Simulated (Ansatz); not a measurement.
Geometry optimisation, RHF/def2-SVP (Ansatz 0.2.0).

Input:

```yaml
crystal:
  periodic: [false, false, false]
  atoms:
    - { symbol: B, position_ang: [-0.015624, -0.197231, -0.186305] }
    - { symbol: H, position_ang: [-0.045243, -0.579475, 0.948028] }
    - { symbol: "N", position_ang: [1.228543, -0.081058, -0.83256] }
    - { symbol: H, position_ang: [2.085242, -0.133276, -0.325553] }
    - { symbol: H, position_ang: [1.338439, 0.287793, -1.753895] }
    - { symbol: "N", position_ang: [-1.256788, 0.050521, -0.837723] }
    - { symbol: H, position_ang: [-2.115507, -0.274695, -0.446519] }
    - { symbol: H, position_ang: [-1.320213, 0.235801, -1.81788] }
    - { symbol: O, position_ang: [-0.231845, 1.999066, 1.242868] }
    - { symbol: H, position_ang: [-0.895528, 1.938029, 0.572386] }
    - { symbol: H, position_ang: [-0.251376, 1.130825, 1.668553] }
basis:
  gaussian: { orbitals: def2-SVP }
hamiltonian:
  xc: hf
relax:
  f_tol: 0.03
  max_steps: 50
```

Launched with:

```bash
$ ansatz run input.yaml --threads 1 --pin off --max-ram 2048MiB --backend cpu --events-out ev --progress --plain --runs-dir out
```

Question: Where does it end, and by what steps?

Answer: The run converged. The force dipped under the threshold on the way, but the program's further checks kept it going. After 18 steps the energy has fallen by 0.264 eV; H11 moved furthest, 1.00 Å.

| step | energy less start (eV) | largest force component (eV/Å) | accepted |
| --- | --- | --- | --- |
| 0 | 0.0000 | 1.380 | yes |
| 1 | -0.1552 | 0.659 | yes |
| 2 | -0.2006 | 0.778 | yes |
| 3 | -0.1893 | 1.763 | no |
| 4 | -0.2230 | 0.638 | yes |
| 5 | -0.2399 | 0.339 | yes |
| 6 | -0.2512 | 0.171 | yes |
| 7 | -0.2562 | 0.102 | yes |
| 8 | -0.2085 | 0.736 | no |
| 9 | -0.2613 | 0.029 | yes |
| 10 | -0.2594 | 0.482 | no |
| 11 | -0.2627 | 0.129 | yes |
| 12 | -0.2623 | 0.220 | no |
| 13 | -0.2633 | 0.042 | yes |
| 14 | -0.2637 | 0.009 | yes |
| 15 | -0.2640 | 0.016 | yes |
| 16 | -0.2641 | 0.039 | yes |
| 17 | -0.2642 | 0.092 | yes |
| 18 | -0.2643 | 0.029 | yes |

```xyz
11
Properties=species:S:1:pos:R:3
B 0.096 -0.516 -0.330
H 0.100 -1.244 0.630
N 1.311 -0.236 -0.978
H 2.183 -0.582 -0.640
H 1.402 0.383 -1.757
N -1.145 0.049 -0.740
H -2.010 -0.311 -0.391
H -1.252 0.548 -1.600
O -0.700 2.475 1.290
H -0.943 1.810 0.659
H -0.522 2.000 2.088
```

Whether the end is a true minimum wasn't checked by a vibrational analysis.

Run time: 25 s on 1 thread of Arm Neoverse V2, on a shared host, peak memory 0.16 GiB.
